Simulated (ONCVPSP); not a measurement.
# Transferability test, ONCV potential for La (Z = 57)

* Element: La (Z = 57)
* Generator: ONCVPSP 4.0.1
* Type: optimised norm-conserving Vanderbilt (ONCV)
* Functional: LDA (Perdew-Zunger)
* Relativity: scalar-relativistic
* Frozen core: [Kr] 4d10
* Valence charge: 11
* Reference configuration: 5s2 5p6 5d1 6s1 6p1
* Partial waves: 5s+6s: rc 2.50 bohr, ncon 4, nbas 8, qcut 4.8 1/bohr, 3 projectors, debl 3 Ha; 5p+6p: rc 3.50 bohr, ncon 5, nbas 10, qcut 3.7 1/bohr, 3 projectors, debl 0.5 Ha; 5d: rc 3.25 bohr, ncon 4, nbas 9, qcut 5.6 1/bohr, 2 projectors, debl 2.4 Ha; f scattering state at 0.08 Ha: rc 2.50 bohr, ncon 4, nbas 8, qcut 5 1/bohr, local
* Local potential: the f channel
* Core correction: Teter function, fcfact 5.4, rcfact 1.75

In the f channel the program set the typed energies aside and used -0.209 Ha.

Energies are relative to the spin-unpolarised reference configuration 5s2 5p6 5d1 6s1 6p1; without spin polarisation the order of configurations can differ from experiment.

```
  valence configuration  charge  ΔE all-electron (eV)  error AE − PS (meV)
    5s2 5p6 5d1 6s2 6p0       0                -2.460                 -0.7
    5s2 5p6 5d1 6s1 6p0      +1                 3.703                 -1.1
5s2 5p6 5d1.5 6s1.5 6p0       0                -2.098                 -3.7
```

What are ΔE and the potential's error for 5s2 5p6 5d1 6s0 6p0?

ΔE = 14.855 eV all-electron; the error (AE − PS) is -6.4 meV.

Note: no bound ghost flagged; GHOST(+) flagged for d at 89.7 eV, s at 140.8 eV.
